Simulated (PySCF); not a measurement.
One of the candidates below gave these computed data.

All candidates are C6H12OSi2.

- NMR, other nuclei: isotropic shieldings of nuclei other than C and H, by class: 134 (1 O), 427 (1 Si), 468 (1 Si) ppm [GIAO PBE0/pcSseg-1]
- 13C NMR: chemical shifts (computed TMS as zero) by class: 157.4 (1 C), 156.7 (1 C), 142.8 (1 C), 136.4 (1 C), 122.5 (1 C), 97.8 (1 C) ppm [GIAO PBE0/pcSseg-1]
- Dipole: 0.71 D [PBE0/pcSseg-1]
- 1H NMR: chemical shifts (computed TMS as zero) by class: 6.58 (1 H), 6.54 (1 H), 6.31 (1 H), 5.99 (1 H), 5.71 (1 H), 4.91 (1 H), 4.51 (1 H), 4.30 (2 H), 3.47 (3 H) ppm [GIAO PBE0/pcSseg-1]
- Rotational structure: rotational constants A, B, C: 1.542, 0.565, 0.445 GHz [GFN2-xTB]

Gas-phase values; electronic properties from PySCF, density fitting. Levels stand in brackets. Geometry: GFN2-xTB, one conformer, isolated molecule. GFN2-xTB frequencies show an imaginary mode (30i cm⁻¹), so this geometry is no minimum at that level. Each NMR value is the plain mean over a class of atoms that symmetry, rotation or inversion makes alike.

Question: Which candidate is it?
A. `CC[Si@H]1C(=O)C=C1C[SiH3]`
B. `C#C[Si@]1(C)C[C@H](O[SiH3])C1`
C. `C=CO/C=C/C(=C)[SiH2][SiH3]`

Answer: C. It is `C=CO/C=C/C(=C)[SiH2][SiH3]`. Numbering: `[CH2:1]=[CH:2][O:3]/[CH:4]=[CH:5]/[C:6](=[CH2:7])[SiH2:8][SiH3:9]`. Its formula, C6H12OSi2, gives 3 degrees of unsaturation: 0 rings and 3 π bonds in the structure found. 6 carbons fall into 6 classes; from least to most shielded: vinylic carbon bearing oxygen [C2] (157.4 ppm), vinylic carbon bearing oxygen [C4] (156.7 ppm), fully substituted alkene carbon [C6] (142.8 ppm), terminal =CH2 carbon [C7] (136.4 ppm), alkene CH carbon [C5] (122.5 ppm), terminal =CH2 carbon [C1] (97.8 ppm). Hydrogen classes from least to most shielded: 1 H on a vinylic carbon bearing oxygen, C2 (6.58 ppm), 1 H on a vinylic carbon bearing oxygen, C4 (6.54 ppm), 1 H on an alkene CH carbon, C5 (6.31 ppm), 1 H on a terminal =CH2 carbon, C7 (5.99 ppm), 1 H on a terminal =CH2 carbon, C7 (5.71 ppm), 1 H on a terminal =CH2 carbon, C1 (4.91 ppm), 1 H on a terminal =CH2 carbon, C1 (4.51 ppm), 2 H on an SiH2 silicon, Si8 (4.30 ppm), 3 H on an SiH3 silicon, Si9 (3.47 ppm). The other shieldings belong to: 134 ppm, ether oxygen [O3]; 427 ppm, SiH2 silicon [Si8]; 468 ppm, SiH3 silicon [Si9]. The optimised geometry has point group C1 and is an asymmetric top.

The others, at the same levels:
- `CC[Si@H]1C(=O)C=C1C[SiH3]` fails: its computed 13C shifts are 218.3 (1 C), 208.2 (1 C), 165.7 (1 C), 25.3 (1 C), 10.7 (1 C), 10.4 (1 C) ppm, 1H shifts are 7.19 (1 H), 5.35 (1 H), 4.01 (3 H), 2.82 (1 H), 2.56 (1 H), 1.25 (3 H), 1.11 (1 H), 1.03 (1 H) ppm and rotational constant A is 1.236 GHz (against 1.542 GHz).
- `C#C[Si@]1(C)C[C@H](O[SiH3])C1` fails: it has 5 carbon classes against 6; its computed 13C shifts are 104.1 (1 C), 91.3 (1 C), 68.6 (1 C), 31.0 (2 C), -0.2 (1 C) ppm, 1H shifts are 4.83 (3 H), 4.32 (1 H), 2.09 (1 H), 1.95 (2 H), 1.92 (2 H), 0.42 (3 H) ppm and rotational constant A is 2.207 GHz (against 1.542 GHz).

Each candidate is one conformer, not necessarily the lowest. Dipoles, sizes and rotational constants follow the conformer. The torsions of the flexible species, by atom-mapped SMILES:
- `[CH2:1]=[CH:2][O:3]/[CH:4]=[CH:5]/[C:6](=[CH2:7])[SiH2:8][SiH3:9]`: C1–C2–O3–C4 180°, C2–O3–C4–C5 -179°, C4–C5–C6–C7 180°, C5–C6–Si8–Si9 -66°
- `[CH3:1][CH2:2][Si@H:3]1[C:4](=[O:5])[CH:6]=[C:7]1[CH2:8][SiH3:9]`: C1–C2–Si3–C4 -159°, C6–C7–C8–Si9 -100°
- `[CH:1]#[C:2][Si@:3]1([CH3:4])[CH2:5][C@H:6]([O:7][SiH3:8])[CH2:9]1`: C5–C6–O7–Si8 67°
